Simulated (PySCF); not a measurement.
Isomers of C3H4S. Gas-phase values, no solvent. One relaxed conformer stands for each flexible species; it need not be the lowest. Strings in code marks are SMILES.

Method: M06-2X/def2-TZVP // PBE0-D3(BJ)/def2-TZVP run with PySCF 2.14.0. Delta-SCF ions had no search for a lower state. Excitations are Tamm–Dancoff values on a coarser integration grid. The basis has no diffuse functions, so Rydberg states are missing or too high.

```csv
species,HOMO–LUMO gap (eV),brightest of the four lowest singlets (TDA) (eV),vertical ionisation energy (Delta-SCF) (eV),HOMO (eV)
`SC1C=C1` (H–S–C–C torsion 152°),8.36,6.61,9.09,-7.81
`S=C1CC1`,6.12,6.42,8.58,-7.37
`C=C=CS`,8.14,6.46,8.70,-7.54
`C=CC=S` (C–C–C–S torsion 180°),5.90,5.48,8.79,-7.76
`SC1=CC1` (H–S–C–C torsion 180°),8.68,6.30,8.74,-7.56
`C#CCS`,9.25,–,9.55,-8.28
```
